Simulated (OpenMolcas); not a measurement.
**Computed transition rates of Rh II**

```json
{
 "Program": "OpenMolcas 26.06",
 "Method": "MS-RASPT2, IPEA 0.25 Eh, imaginary shift 0.1 Eh (closed shells correlated: 4s 4p)",
 "Basis": "ANO-RCC-VTZP [7s6p4d2f1g]",
 "Scalar Hamiltonian": "DKH2, point nucleus",
 "Active space": "8 electrons in 9 orbitals (RAS2 4d 5s; RAS3 5p, at most 2 electrons)",
 "State averaging": "2S+1 = 3 even, 55 roots; 2S+1 = 5 even, 10 roots kept (CI in the orbitals of an earlier block); 2S+1 = 1 even, 50 roots kept (CI in the orbitals of an earlier block); 2S+1 = 3 odd, 21 roots; 2S+1 = 5 odd, 22 roots kept (CI in the orbitals of an earlier block); 2S+1 = 1 odd, 9 roots kept (CI in the orbitals of an earlier block, 0 in the spin-orbit step)",
 "Spin-orbit coupling": "state interaction with AMFI integrals over the reference wave functions, term energies averaged over their components"
}
```

Rates come from the transition moments of the reference wave functions (E1 and E2 in the length form). At fixed line strength A goes as λ^-3 for E1 and M1 and as λ^-5 for E2, so a rate at the computed wavelength can be rescaled to the measured one. Measured vacuum wavelengths follow from level energies in NIST Handbook of Basic Atomic Spectroscopic Data. Branching counts decays inside the model space alone, at computed energies, and the table is only a selection of the E2 and M1 lines, drawn from those between levels with measured partners whose computed energy lies within a factor of 1.5 of the measured one.

```json
{"Upper": "4d⁸ ³P₀", "Lower": "4d⁸ ³P₁", "Type": "M1", "λ computed (nm)": "38030", "λ measured (nm)": "40680", "A computed (s-1)": "9.72e-04", "A rescaled (s-1)": "7.94e-04", "Branching %": "26.9"}
{"Upper": "4d⁷ 5s ⁵F₁", "Lower": "4d⁷ 5s ⁵F₂", "Type": "M1", "λ computed (nm)": "19180", "λ measured (nm)": "18760", "A computed (s-1)": "1.51e-02", "A rescaled (s-1)": "1.61e-02", "Branching %": "65.8"}
{"Upper": "4d⁷ 5s ⁵F₂", "Lower": "4d⁷ 5s ⁵F₃", "Type": "M1", "λ computed (nm)": "11990", "λ measured (nm)": "11700", "A computed (s-1)": "5.56e-02", "A rescaled (s-1)": "5.98e-02", "Branching %": "91.2"}
{"Upper": "4d⁸ ³F₂", "Lower": "4d⁸ ³F₃", "Type": "M1", "λ computed (nm)": "9107", "λ measured (nm)": "8479", "A computed (s-1)": "4.10e-02", "A rescaled (s-1)": "5.08e-02", "Branching %": "100.0"}
{"Upper": "4d⁷ 5s ⁵F₃", "Lower": "4d⁷ 5s ⁵F₄", "Type": "M1", "λ computed (nm)": "8294", "λ measured (nm)": "7987", "A computed (s-1)": "1.25e-01", "A rescaled (s-1)": "1.40e-01", "Branching %": "95.9"}
{"Upper": "4d⁷ 5s ⁵F₄", "Lower": "4d⁷ 5s ⁵F₅", "Type": "M1", "λ computed (nm)": "6394", "λ measured (nm)": "6040", "A computed (s-1)": "1.49e-01", "A rescaled (s-1)": "1.77e-01", "Branching %": "92.9"}
{"Upper": "4d⁸ ³P₁", "Lower": "4d⁸ ³P₂ [66 %]", "Type": "M1", "λ computed (nm)": "4489", "λ measured (nm)": "4254", "A computed (s-1)": "1.70e-01", "A rescaled (s-1)": "2.00e-01", "Branching %": "66.9"}
{"Upper": "4d⁸ ³F₃", "Lower": "4d⁸ ³F₄", "Type": "M1", "λ computed (nm)": "3965", "λ measured (nm)": "4164", "A computed (s-1)": "4.16e-01", "A rescaled (s-1)": "3.59e-01", "Branching %": "100.0"}
{"Upper": "4d⁸ ¹D₂ [64 %]", "Lower": "4d⁸ ³P₂ [66 %]", "Type": "M1", "λ computed (nm)": "2798", "λ measured (nm)": "2874", "A computed (s-1)": "4.63e-01", "A rescaled (s-1)": "", "Branching %": "27.9"}
{"Upper": "4d⁸ ³P₂ [66 %]", "Lower": "4d⁸ ³F₂", "Type": "M1", "λ computed (nm)": "2713", "λ measured (nm)": "2182", "A computed (s-1)": "1.76e-01", "A rescaled (s-1)": "", "Branching %": "32.9"}
{"Upper": "4d⁸ ³P₂ [66 %]", "Lower": "4d⁸ ³F₃", "Type": "M1", "λ computed (nm)": "2090", "λ measured (nm)": "1735", "A computed (s-1)": "3.57e-01", "A rescaled (s-1)": "", "Branching %": "66.6"}
{"Upper": "4d⁸ ³P₁", "Lower": "4d⁸ ³F₂", "Type": "M1", "λ computed (nm)": "1691", "λ measured (nm)": "1442", "A computed (s-1)": "8.10e-02", "A rescaled (s-1)": "", "Branching %": "31.9"}
{"Upper": "4d⁸ ³P₀", "Lower": "4d⁸ ³F₂", "Type": "E2", "λ computed (nm)": "1619", "λ measured (nm)": "1393", "A computed (s-1)": "2.63e-03", "A rescaled (s-1)": "5.58e-03", "Branching %": "72.9"}
{"Upper": "4d⁸ ¹D₂ [64 %]", "Lower": "4d⁸ ³F₃", "Type": "M1", "λ computed (nm)": "1196", "λ measured (nm)": "1082", "A computed (s-1)": "1.11e+00", "A rescaled (s-1)": "", "Branching %": "66.7"}
{"Upper": "4d⁸ ¹G₄", "Lower": "4d⁸ ³F₃", "Type": "M1", "λ computed (nm)": "867.5", "λ measured (nm)": "802.9", "A computed (s-1)": "2.29e-01", "A rescaled (s-1)": "", "Branching %": "25.0"}
{"Upper": "4d⁸ ¹G₄", "Lower": "4d⁸ ³F₄", "Type": "M1", "λ computed (nm)": "711.8", "λ measured (nm)": "673.2", "A computed (s-1)": "6.86e-01", "A rescaled (s-1)": "", "Branching %": "74.8"}
{"Upper": "4d⁷ 5s ⁵F₅", "Lower": "4d⁸ ³F₄", "Type": "E2", "λ computed (nm)": "696", "λ measured (nm)": "592.2", "A computed (s-1)": "2.35e-03", "A rescaled (s-1)": "", "Branching %": "85.9"}
{"Upper": "4d⁷ 5s ³F₄(1)", "Lower": "4d⁸ ³F₄", "Type": "E2", "λ computed (nm)": "441.8", "λ measured (nm)": "394.1", "A computed (s-1)": "4.12e+00", "A rescaled (s-1)": "7.29e+00", "Branching %": "82.9"}
```

Spin-changing lines and M1 lines between different terms are not rescaled, since their strength hangs on the term gaps too.

The largest correction is for 4d⁸ ³P₀ → 4d⁸ ³F₂ (E2): 2.63e-03 × (1619 / 1393)^5 = 5.58e-03 s-1, a factor of 2.12.

The computed rate and branching of 4d⁸ ³F₃ → 4d⁸ ³F₄ give the upper level a radiative lifetime of 1.000 / 4.16e-01 s-1 = 2.40e+00 s, counting decays inside the model space alone. The rescaled rate gives about 2.8e+00 s.

These are rates of the free ion; in crystals, glasses and complexes forced electric-dipole and non-radiative decay shorten such lifetimes by orders of magnitude. No measured rate stands beside these. Rescaling mends the energy factor alone: line strengths can still be far off where a level mixes with configurations outside the active space, and weak or spin-changing lines hang on small mixing coefficients that depend on the term gaps too, so rescaling need not improve them.

CASPT2 breaks the degeneracy within a term, and the mean is taken; among the terms shown or strongly mixed into the levels shown the widest spread is 1600 cm-1 (4d⁸ ³F). Some high roots are left out of the spin-orbit mixing, which shifts the levels that they would mix with. Terms from blocks run as CI alone lack orbitals of their own. A single d shell beside an s shell can misplace configurations of different d count against each other. Measured partners are found by configuration, term and J. A level has none where our copy of the source lacks it or the pairing is in doubt (some pairs that miss far off the trend of their configuration count as doubtful). Only configurations of the active space appear.

A share in square brackets marks a mixed level and gives the weight of the term that names it. A number in round brackets counts repeated terms of one configuration in the order of the reference energies.
